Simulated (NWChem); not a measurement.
Program: NWChem. System: F3Si, charge 0, spin multiplicity 2, at a geometry optimised with UB3LYP/def2-SVP. The structure started from a generated list of species. Its SCF solution wasn't tested for a lower state. Level: UBHandHLYP/def2-TZVP.

Input file:

```
start mol
memory heap 200 mb stack 900 mb global 1100 mb
geometry units angstroms nocenter noautoz
  F      0.751998    -0.200187     1.303211
  Si     0.000818     0.382944     0.000000
  F      0.751998    -0.200187    -1.303211
  F     -1.505268    -0.195317     0.000000
  symmetry group Cs
end
basis spherical
  * library def2-tzvp
end
dft
  xc bhlyp
  odft
  mult 2
  semidirect memsize 60000000 filesize 0
  iterations 100
end
task dft energy
```

Part of the output:

```
             Northwest Computational Chemistry Package (NWChem) 7.3.0
             --------------------------------------------------------

                                NWChem Input Module
                                -------------------

 Scaling coordinates for geometry "geometry" by  1.889725989
 (inverse scale =  0.529177249)

 Turning off AUTOSYM since
 SYMMETRY directive was detected!

                             Geometry "geometry" -> ""
                             -------------------------

 Output coordinates in angstroms (scale by  1.889725989 to convert to a.u.)

  No.       Tag          Charge          X              Y              Z
 ---- ---------------- ---------- -------------- -------------- --------------
    1 F                    9.0000     0.75199800    -0.20018700     1.30321100
    2 Si                  14.0000     0.00081800     0.38294400     0.00000000
    3 F                    9.0000     0.75199800    -0.20018700    -1.30321100
    4 F                    9.0000    -1.50526800    -0.19531700     0.00000000

 Effective nuclear repulsion energy (a.u.)     173.3243375599

            Nuclear Dipole moment (a.u.)
            ----------------------------
        X                 Y               Z
 ---------------- ---------------- ----------------
     0.0000075589    -0.0000056692     0.0000000000

      Symmetry information
      --------------------

 Group name             Cs
 Group number              2
 Group order               2
 No. of unique centers     3

      Symmetry unique atoms

     1    2    4


 Summary of "ao basis" -> "" (spherical)
 ------------------------------------------------------------------------------
       Tag                 Description            Shells   Functions and Types
 ---------------- ------------------------------  ------  ---------------------
 *                         def2-tzvp                  on all atoms

                                 NWChem DFT Module
                                 -----------------

 Summary of "ao basis" -> "ao basis" (spherical)
 ------------------------------------------------------------------------------
       Tag                 Description            Shells   Functions and Types
 ---------------- ------------------------------  ------  ---------------------
 F                         def2-tzvp                11       31   5s3p2d1f
 Si                        def2-tzvp                13       37   5s5p2d1f

 Summary of "ao basis" -> "ao basis" (spherical)
 ------------------------------------------------------------------------------
       Tag                 Description            Shells   Functions and Types
 ---------------- ------------------------------  ------  ---------------------
 F                         def2-tzvp                11       31   5s3p2d1f
 Si                        def2-tzvp                13       37   5s5p2d1f

      Symmetry analysis of basis
      --------------------------

        a'         77
        a"         53

            General Information
            -------------------
          SCF calculation type: DFT
          Wavefunction type:  spin polarized.
          No. of atoms     :     4
          No. of electrons :    41
           Alpha electrons :    21
            Beta electrons :    20
          Charge           :     0
          Spin multiplicity:     2
          Use of symmetry is: on ; symmetry adaption is: on
          Maximum number of iterations: 100
          AO basis - number of functions:   130
                     number of shells:    46
          Convergence on energy requested:  1.00D-06
          Convergence on density requested:  1.00D-05
          Convergence on gradient requested:  5.00D-04

              XC Information
              --------------
                        BHLYP Method XC Functional
                     Hartree-Fock (Exact) Exchange  0.500
                        Slater Exchange Functional  0.500 local
                    Becke 1988 Exchange Functional  0.500 non-local
              Lee-Yang-Parr Correlation Functional  1.000

             Grid Information
             ----------------
          Grid used for XC integration:  medium
          Radial quadrature: Mura-Knowles
          Angular quadrature: Lebedev.
          Tag              B.-S. Rad. Rad. Pts. Rad. Cut. Ang. Pts.
          ---              ---------- --------- --------- ---------
          F                   0.50       49           7.0       434
          Si                  1.10       88           6.0       590
          Grid pruning is: on
          Number of quadrature shells:   186
          Spatial weights used:  Erf1

          Convergence Information
          -----------------------
          Convergence aids based upon iterative change in
          total energy or number of iterations.
          Levelshifting, if invoked, occurs when the
          HOMO/LUMO gap drops below (HL_TOL):  1.00D-02
          DIIS, if invoked, will attempt to extrapolate
          using up to (NFOCK): 10 stored Fock matrices.

                    Damping( 0%)  Levelshifting(0.5)       DIIS
                  --------------- ------------------- ---------------
          dE  on:    start            ASAP                start
          dE off:    2 iters        100 iters           100 iters

      Screening Tolerance Information
      -------------------------------
          Density screening/tol_rho:  1.00D-10
          AO Gaussian exp screening on grid/accAOfunc:  14
          CD Gaussian exp screening on grid/accCDfunc:  20
          XC Gaussian exp screening on grid/accXCfunc:  20
[...]
  ----- ------------  ---------------      ----- ------------  ---------------
    51      1.035984  2 Si pz                 5     -0.295937  1 F  s
    73      0.295937  3 F  s                 48      0.220580  2 Si pz
    58      0.192583  2 Si d -1             113     -0.174019  4 F  pz
    45      0.134791  2 Si pz               107     -0.120693  4 F  pz
    39     -0.095826  2 Si pz                53      0.093374  2 Si d -1

 Vector   23  Occ=0.000000D+00  E= 5.395909D-02  Symmetry=a'
              MO Center=  1.9D-01,  8.2D-01, -7.9D-09, r^2= 4.1D+00
   Bfn.  Coefficient  Atom+Function         Bfn.  Coefficient  Atom+Function
  ----- ------------  ---------------      ----- ------------  ---------------
    49      1.036026  2 Si px               104      0.341798  4 F  s
    46      0.220588  2 Si px                57      0.192226  2 Si d -2
     5     -0.170860  1 F  s                 73     -0.170860  3 F  s
    43      0.134786  2 Si px                12     -0.131367  1 F  px
    80     -0.131367  3 F  px               112      0.100509  4 F  py

 Vector   24  Occ=0.000000D+00  E= 9.110629D-02  Symmetry=a'
              MO Center= -1.2D-03, -5.4D-01,  3.0D-14, r^2= 4.3D+00
   Bfn.  Coefficient  Atom+Function         Bfn.  Coefficient  Atom+Function
  ----- ------------  ---------------      ----- ------------  ---------------
    36      1.392349  2 Si s                 50     -1.072193  2 Si py
     5     -0.562640  1 F  s                 73     -0.562640  3 F  s
   104     -0.562593  4 F  s                111     -0.250002  4 F  px
    47     -0.237985  2 Si py                14      0.216607  1 F  pz
    82     -0.216607  3 F  pz                34     -0.149536  2 Si s

                     DFT Final Beta Molecular Orbital Analysis
                     -----------------------------------------

 Vector   18  Occ=1.000000D+00  E=-5.426406D-01  Symmetry=a'
              MO Center= -5.9D-01, -1.6D-01, -1.6D-13, r^2= 2.4D+00
   Bfn.  Coefficient  Atom+Function         Bfn.  Coefficient  Atom+Function
  ----- ------------  ---------------      ----- ------------  ---------------
   106      0.323815  4 F  py               109      0.271782  4 F  py
   105     -0.210673  4 F  px               108     -0.173063  4 F  px
   112      0.172818  4 F  py                 7     -0.161517  1 F  py
    75     -0.161517  3 F  py                 6     -0.147571  1 F  px
    74     -0.147571  3 F  px                10     -0.135571  1 F  py

 Vector   19  Occ=1.000000D+00  E=-5.426179D-01  Symmetry=a"
              MO Center=  5.9D-01, -1.6D-01,  1.3D-12, r^2= 2.4D+00
   Bfn.  Coefficient  Atom+Function         Bfn.  Coefficient  Atom+Function
  ----- ------------  ---------------      ----- ------------  ---------------
     7      0.280135  1 F  py                75     -0.280135  3 F  py
    10      0.235133  1 F  py                78     -0.235133  3 F  py
     8      0.189851  1 F  pz                76      0.189851  3 F  pz
    11      0.156536  1 F  pz                79      0.156536  3 F  pz
    13      0.149530  1 F  py                81     -0.149530  3 F  py

 Vector   20  Occ=1.000000D+00  E=-5.292915D-01  Symmetry=a"
              MO Center=  7.9D-04, -1.9D-01,  8.8D-14, r^2= 2.7D+00
   Bfn.  Coefficient  Atom+Function         Bfn.  Coefficient  Atom+Function
  ----- ------------  ---------------      ----- ------------  ---------------
   107      0.294510  4 F  pz                 6      0.255289  1 F  px
    74     -0.255289  3 F  px               110      0.245240  4 F  pz
     9      0.212586  1 F  px                77     -0.212586  3 F  px
   113      0.157404  4 F  pz                 8     -0.147528  1 F  pz
    76     -0.147528  3 F  pz                12      0.136441  1 F  px

 Vector   21  Occ=0.000000D+00  E=-1.056859D-01  Symmetry=a'
              MO Center=  2.2D-03,  1.0D+00,  1.5D-15, r^2= 2.1D+00
   Bfn.  Coefficient  Atom+Function         Bfn.  Coefficient  Atom+Function
  ----- ------------  ---------------      ----- ------------  ---------------
    36      0.885410  2 Si s                 35      0.354956  2 Si s
    34     -0.245780  2 Si s                 50      0.232196  2 Si py
    47      0.209720  2 Si py                 5     -0.179722  1 F  s
    73     -0.179722  3 F  s                104     -0.179726  4 F  s
    44      0.121015  2 Si py                13     -0.114688  1 F  py

 Vector   22  Occ=0.000000D+00  E= 7.402900D-02  Symmetry=a"
              MO Center= -1.9D-01,  7.5D-01,  1.5D-15, r^2= 4.8D+00
   Bfn.  Coefficient  Atom+Function         Bfn.  Coefficient  Atom+Function
  ----- ------------  ---------------      ----- ------------  ---------------
    51      1.206685  2 Si pz                 5     -0.392964  1 F  s
    73      0.392964  3 F  s                113     -0.185497  4 F  pz
    48      0.145445  2 Si pz                45      0.121227  2 Si pz
   107     -0.121341  4 F  pz                58      0.104294  2 Si d -1
   110     -0.087120  4 F  pz                12      0.085438  1 F  px

 Vector   23  Occ=0.000000D+00  E= 7.403016D-02  Symmetry=a'
              MO Center=  1.9D-01,  7.5D-01,  2.8D-15, r^2= 4.8D+00
   Bfn.  Coefficient  Atom+Function         Bfn.  Coefficient  Atom+Function
  ----- ------------  ---------------      ----- ------------  ---------------
    49      1.206733  2 Si px               104      0.453856  4 F  s
     5     -0.226876  1 F  s                 73     -0.226876  3 F  s
    46      0.145456  2 Si px                12     -0.136189  1 F  px
    80     -0.136189  3 F  px                43      0.121221  2 Si px
    57      0.104078  2 Si d -2             112      0.096818  4 F  py

   alpha - beta orbital overlaps
   -----------------------------

   alpha      1      2      3      4      5      6      7      8      9     10
    beta      1      2      3      4      5      8      6      7      9     10
 overlap   1.000  1.000  1.000  1.000  1.000  1.000  1.000  1.000  1.000  1.000

   alpha     11     12     13     14     15     16     17     18     19     20
    beta     11     12     13     14     15     16     17     18     19     20
 overlap   1.000  0.989  0.986  0.986  0.989  0.977  0.977  0.988  0.988  1.000

   alpha     21     22     23     24     25     26     27     28     29     30
    beta     21     22     23     24     25     26     27     28     29     30
 overlap   0.980  0.992  0.992  0.998  0.986  0.990  0.990  0.999  0.995  0.992

   alpha     31     32     33     34     35     36     37     38     39     40
    beta     31     32     33     34     35     36     37     38     39     40
 overlap   0.992  0.994  0.994  0.999  0.998  0.998  0.999  0.999  1.000  1.000

   alpha     41     42     43     44     45     46     47     48     49     50
    beta     41     42     45     43     44     46     47     48     49     50
 overlap   1.000  1.000  0.951  0.998  0.998  0.953  0.999  0.999  0.998  0.998

   alpha     51     52     53     54     55     56     57     58     59     60
    beta     51     54     53     52     55     56     57     58     59     60
 overlap   0.996  0.998  0.998  1.000  0.997  1.000  1.000  1.000  1.000  1.000

   alpha     61     62     63     64     65     66     67     68     69     70
    beta     61     62     63     64     65     66     67     68     69     70
 overlap   1.000  1.000  1.000  1.000  1.000  1.000  0.999  1.000  1.000  0.999

   alpha     71     72     73     74     75     76     77     78     79     80
    beta     71     72     73     74     75     76     77     78     79     80
 overlap   1.000  1.000  1.000  1.000  1.000  0.999  0.999  1.000  0.999  0.999

   alpha     81     82     83     84     85     86     87     88     89     90
    beta     81     82     83     84     85     86     87     88     89     90
 overlap   1.000  1.000  1.000  1.000  1.000  1.000  1.000  1.000  1.000  1.000

   alpha     91     92     93     94     95     96     97     98     99    100
    beta     91     92     93     94     95     97     98     96     99    100
 overlap   0.999  0.998  0.998  0.998  0.998  0.996  0.995  0.998  0.996  0.999

   alpha    101    102    103    104    105    106    107    108    109    110
    beta    101    102    103    104    105    106    107    108    109    110
 overlap   0.999  0.996  0.999  0.999  1.000  0.999  1.000  1.000  1.000  1.000

   alpha    111    112    113    114    115    116    117    118    119    120
    beta    111    113    114    112    115    116    117    118    119    120
 overlap   1.000  1.000  1.000  1.000  1.000  1.000  1.000  1.000  1.000  1.000

   alpha    121    122    123    124    125    126    127    128    129    130
    beta    121    122    123    124    125    126    127    128    129    130
 overlap   1.000  1.000  1.000  1.000  1.000  1.000  1.000  1.000  1.000  1.000

     --------------------------
     Expectation value of S2:
     --------------------------
      <S2> =      0.7517 (Exact =     0.7500)

 center of mass
 --------------
 x =  -0.00002848 y =  -0.01342320 z =   0.00000000

 moments of inertia (a.u.)
 ------------------
         253.110270143150           0.448805586014           0.000000000000
           0.448805586014         460.905231248474           0.000000000000
           0.000000000000           0.000000000000         253.118201106577

     Multipole analysis of the density
     ---------------------------------

     L   x y z        total         alpha         beta         nuclear
     -   - - -        -----         -----         ----         -------
     0   0 0 0     -0.000000    -21.000000    -20.000000     41.000000

     1   1 0 0      0.001352     -0.001400      0.002744      0.000008
     1   0 1 0      0.599120     -0.668083      1.267210     -0.000006
     1   0 0 1      0.000000      0.000000      0.000000      0.000000

     2   2 0 0    -21.619516    -66.327641    -64.464714    109.172839
     2   1 1 0      0.006377      0.104904      0.113233     -0.211759
     2   1 0 1     -0.000000     -0.000000     -0.000000      0.000000
     2   0 2 0    -18.643737    -17.772985    -12.004370     11.133618
     2   0 1 1     -0.000000      0.000000     -0.000000      0.000000
     2   0 0 2    -21.619100    -66.325545    -64.462635    109.169080

 Task  times  cpu:        6.5s     wall:        6.5s

 Total times  cpu:        6.6s     wall:        6.6s
```
